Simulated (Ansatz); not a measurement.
C2H6Se, charge +1, doublet, geometry from GFN2-xTB (a state made from the parent by changing its charge; the spin is typed, not shown lowest); SC-NEVPT2/STO-3G, CASSCF(7,5) (Ansatz, a first-principles code).

The Ansatz input:
Ansatz 0.2 input:
```yaml
crystal:
  periodic: [false, false, false]
  atoms:
    - {symbol: C, position_ang: [1.44751799, -0.26214591, 0.77851857]}
    - {symbol: Se, position_ang: [0.01136658, 0.11823759, -0.44108769]}
    - {symbol: C, position_ang: [-1.48651320, -0.14349071, 0.73471689]}
    - {symbol: H, position_ang: [1.40101740, -1.30681953, 1.08921356]}
    - {symbol: H, position_ang: [2.39719221, -0.07693146, 0.28114942]}
    - {symbol: H, position_ang: [1.36463386, 0.36839398, 1.66385944]}
    - {symbol: H, position_ang: [-1.43815368, -1.13316314, 1.18912708]}
    - {symbol: H, position_ang: [-2.40872504, -0.04303553, 0.16638982]}
    - {symbol: H, position_ang: [-1.46845709, 0.60529723, 1.52782926]}
basis:
  gaussian:
    orbitals: STO-3G
total_charge: 1
correlation: {method: sc_nevpt2, electrons: all, active_space: {window: {electrons: 7, orbitals: 5}}}
magnetization: {spin_polarized: false, initial_magnetization: 1}
```

Output, abridged:

```
Functional definition: HF
402 factors; integrals over basis functions are off by at most 2.7e-5 eV
mean field evaluation 1: about -66712.2082 eV, gradient 8.4e0 eV
mean field evaluation 2: about -66712.2881 eV, gradient 8.3e0 eV
mean field evaluation 4: about -66712.7816 eV, gradient 6.3e-1 eV
mean field evaluation 8: about -66712.7832 eV, gradient 2.9e-6 eV
mean field -66712.78319988 eV, -2451.6495630469 hartree, gradient 1.0e-6 eV, S^2 0.750000; 0 other end points of the search recorded, 0 dependent functions left out
reference -66712.78319988 eV, -2451.6495630469 hartree; 26, 25 occupied and 8, 9 virtual orbitals, 402 factors
state -66713.28670226 eV, -2451.6680664181 hartree
state -66713.28670226 eV, -2451.6680664181 hartree; corrected -66716.40324979 eV, -2451.7825974276 hartree
Total energy: -66716.40324979 eV, -2451.7825974276 hartree
```
